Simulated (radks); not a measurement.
Neutral palladium, 46 electrons, occupied as [Kr] 4d10. Method: Dirac Kohn-Sham, BLYP, spin-unpolarised, spherical densities, finite nucleus; Fermi nuclear charge, rms radius 4.5318 fm; computed with a radial shooting solver on a logarithmic mesh with Libxc functionals.

Normalised radial functions P(r) = r R(r) (large component), r in bohr:

```
   r/bohr * 4p3/2 (the largest magnitude, 1.11, reaches the edge; | marks zero)
 0.004919                             *
 0.005635                             *
 0.006456                             *
 0.007397                             |*
 0.008475                             |*
 0.009709                             |*
  0.01112                             |*
  0.01274                             |*
  0.01472                             | *
  0.01686                             | *
  0.01932                             |  *
  0.02213                             |  *
  0.02536                             |   *
  0.02905                             |    *
  0.03328                             |     *
  0.03813                             |      *
  0.04369                             |      *
  0.05005                             |       *
  0.05734                             |        *
   0.0657                             |        *
  0.07527                             |        *
  0.08693                             |        *
  0.09959                             |       *
   0.1141                             |    *
   0.1307                             |  *
   0.1498                            *|
   0.1716                        *    |
   0.1966                    *        |
   0.2252                 *           |
    0.258               *             |
   0.2956               *             |
   0.3387                 *           |
    0.388                     *       |
   0.4446                           * |
   0.5134                             |     *
   0.5882                             |             *
   0.6739                             |                   *
   0.7721                             |                        *
   0.8846                             |                          *
    1.013                             |                         *
    1.161                             |                       *
     1.33                             |                   *
    1.524                             |              *
    1.746                             |          *
        2                             |      *
    2.292                             |   *
    2.647                             | *
    3.032                             |*
    3.474                             *
     3.98                             *
     4.56                             *
    5.224                             *
    5.985                             *
```

4p3/2: eigenvalue -49.771 eV, 2 radial nodes at r = 0.145, 0.462 bohr, <r> = 1.05 bohr, 90 % of the charge inside 1.57 bohr.
